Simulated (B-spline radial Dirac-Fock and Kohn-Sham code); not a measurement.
# What relativity does to the binding energies of Kr³¹⁺

System: krypton as Kr³¹⁺, 1s2 2s2 2p1.

Both columns are ΔSCF binding energies of the configuration average from an atomic code on a B-spline grid: non-relativistic Hartree-Fock with a point nucleus, and Dirac-Fock with a finite nucleus and the Coulomb interaction alone, averaged over the two j levels with weights 2j+1.

| shell | Hartree-Fock (eV) | Dirac-Fock (eV) | shift (eV) | shift (%) |
| --- | --- | --- | --- | --- |
| 1s | 16431.1 | 16714.6 | +283.50 | +1.73 |
| 2s | 3747.5 | 3827.8 | +80.31 | +2.14 |
| 2p | 3685.1 | 3716.4 | +31.32 | +0.85 |

Relativity binds 1s, 2s, 2p more strongly, among those listed most of all 2s in relative terms.

Values without a named source are computed, but for edge energies of neutral atoms, which are taken from tables.
